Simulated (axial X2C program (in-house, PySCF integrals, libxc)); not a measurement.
ZrBr⁺: cheaper levels and CCSD(T), with spin–orbit coupling

Calculated with an axial X2C code built on PySCF integrals. Two-component (2c) means X2C with spin–orbit coupling and atomic mean-field two-electron Coulomb and Gaunt terms. Basis: Zr dyall-cv3z [11s12p9d6f3g], Br dyall-cv3z [8s9p6d4f1g] (cores contracted in-house); Gaussian nuclei, density fitting, unrestricted open shells. Masses: Zr 89.905 u, Br 78.918 u.

State: Ω = 1 (⟨Sz⟩ = -0.99, ⟨Lz⟩ = 1.99 at HF); fragments Zr+ + Br.

```csv
level,Re (Å),ωe (cm⁻¹)
PBE0,2.374,332.4
HF,2.445,304.6
MP2,2.403,324.5
CCSD,2.410,322.2
BLYP,2.405,316.1
```

Correlated methods: 10 electrons correlated (number of frozen shells: Zr 4 s, 3 p, 1 d; Br 3 s, 2 p, 1 d), 324 virtual spin orbitals or spinors in MP2, 90 natural virtuals in coupled cluster.

CCSD(T), same Hamiltonian and basis:

Re = 2.408 Å, ωe = 323.7 cm⁻¹; T1 = 0.022 (Lee–Taylor normalisation).

Q: Give the differences from CCSD(T) in the columns below.

A: 

```json
{"level": "PBE0", "ΔRe (Å)": "-0.034", "Δωe (cm⁻¹)": "9"}
{"level": "HF", "ΔRe (Å)": "0.037", "Δωe (cm⁻¹)": "-19"}
{"level": "MP2", "ΔRe (Å)": "-0.005", "Δωe (cm⁻¹)": "1"}
{"level": "CCSD", "ΔRe (Å)": "0.002", "Δωe (cm⁻¹)": "-2"}
{"level": "BLYP", "ΔRe (Å)": "-0.003", "Δωe (cm⁻¹)": "-8"}
```

The state is one determinant whose occupation by symmetry is held fixed; it was picked as the lowest of a PBE0 search that is not exhaustive. De is not given where an atomic determinant may have missed its ground term or J level, or where the truncated virtual space spoils (T). Density functionals use the spin component along the axis (collinear). Coupled cluster ran in a truncated set of natural virtual spinors; the MP2 energy of the rest was added. (T) has no such correction and the atoms are truncated less, which lowers De at CCSD(T) by a hundredth of an eV or more. PBE0 can misorder states that lie within some tenths of an eV, so this need not be the ground state of the molecule. The nearest other 2c determinant of the search, Ω = 3, lies 0.09 eV up at the distance of the search. The functionals have no current-density term, which raises determinants with orbital currents, atoms included. With several unpaired electrons one determinant need not be a pure state. The outer-core s and p shells of the metal are frozen in the correlated rows, which leaves out core–valence correlation; for alkali and alkaline-earth bonds that tends to lengthen them. With the outer-core shells frozen, correlated bond lengths of heavy atoms tend to come out a few hundredths of an ångström too long.
